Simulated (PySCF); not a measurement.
**Electron correlation in Dy(52+) (dysprosium, charge +52)**

[Ne] 3s2 3p2, high-spin 3P determinant. Calculation: PySCF 2.14, in an even-tempered Gaussian basis (17 s from 12 bohr⁻², ratio 2.5; 12 p from 16 bohr⁻², ratio 2.5; 4 d from 62 bohr⁻², ratio 2.7; 4 f from 93 bohr⁻², ratio 2.7); the spin-free X2C one-electron Hamiltonian (Gaussian nucleus). Frozen: 1s2; 12 electrons correlated; the 20 highest virtual orbitals of each spin left out.

```json
{"level": "CCSD", "correlation energy (mhartree)": "-536.20"}
{"level": "(T)", "correlation energy (mhartree)": "-0.62"}
{"level": "CCSD(T)", "correlation energy (mhartree)": "-536.82"}
```

Diagnostics: T1 = 0.00039, D1 = 0.0017, largest double amplitude 0.039.

Spin-orbit coupling is strong in this species (close to jj coupling), so the high-spin LS determinant is a model state, not a physical level.

Cost of the coupled-cluster step: about 16 core-seconds, for 12 correlated electrons.

At this charge the one-electron X2C treatment keeps the bare 1/r₁₂, with no two-electron picture change or Breit term. The effect here is smaller than on the frozen 1s shell; and a scalar Hamiltonian misses the large spin-orbit splitting of the p shells, which matters for ns² → np² pairs.

Spin-orbit coupling is strong in this species, so the high-spin LS determinant is a model state.
